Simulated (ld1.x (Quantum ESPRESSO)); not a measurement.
**How hard is this boron PAW potential?**

ld1.x (Quantum ESPRESSO) 7.5 input, shortened:

```
&input
   title='B', zed=5., rel=1, dft='PBE', iswitch=3,
   config='[He] 2s2 2p1 3d-2'
 /
 &inputp
   pseudotype=3, lpaw=.true., tm=.true., lloc=-1, rcloc=1.55,
   nlcc=.false.,
   which_augfun='PSQ', rmatch_augfun=1.55
 /
6
2S  1  0   2.00   0.00  1.45  1.70  0.0
2S  1  0   0.00  -0.20  1.45  1.70  0.0
2P  2  1   1.00   0.00  3.50  4.05  0.0
2P  2  1   0.00   4.20  3.50  4.05  0.0
3D  3  2  -2.00   0.45  2.65  3.40  0.0
3D  3  2  -2.00   0.85  2.65  3.40  0.0
 &test
   configts(1)='2s2 2p1'
 /
```

The pseudo-atom Hamiltonian at the reference potential is diagonalised in spherical Bessel functions j_l(qr) that vanish at 20 bohr, with q² up to the cutoff. All-electron valence levels (Ry): 2s -0.6940, 2p -0.2651.

Question: How do the lowest levels (Ry) of each channel move with the cutoff, and are there ghosts?

Answer:

| cutoff (Ry) | s #1 | s #2 | p #1 | p #2 | d #1 | d #2 | f #1 | f #2 | Σ f·Δε (mRy) |
| --- | --- | --- | --- | --- | --- | --- | --- | --- | --- |
| 8 | -0.6938 | -0.0123 | -0.2651 | 0.0321 | 0.0662 | 0.1603 | 0.1130 | 0.2441 | 0.5 |
| 10 | -0.6939 | -0.0123 | -0.2651 | 0.0314 | 0.0662 | 0.1603 | 0.1130 | 0.2441 | 0.3 |
| 12 | -0.6939 | -0.0123 | -0.2651 | 0.0308 | 0.0662 | 0.1603 | 0.1130 | 0.2441 | 0.3 |
| 400 | -0.6941 | -0.0123 | -0.2651 | 0.0299 | 0.0662 | 0.1603 | 0.1130 | 0.2441 | 0.0 |

Result: no extra level below or beside the all-electron valence levels (s, p, d, f tested); 10 mRy is reached at 6 Ry and 1 mRy at 8 Ry.

Test run stopped at test 4 of 7 (negative rho).
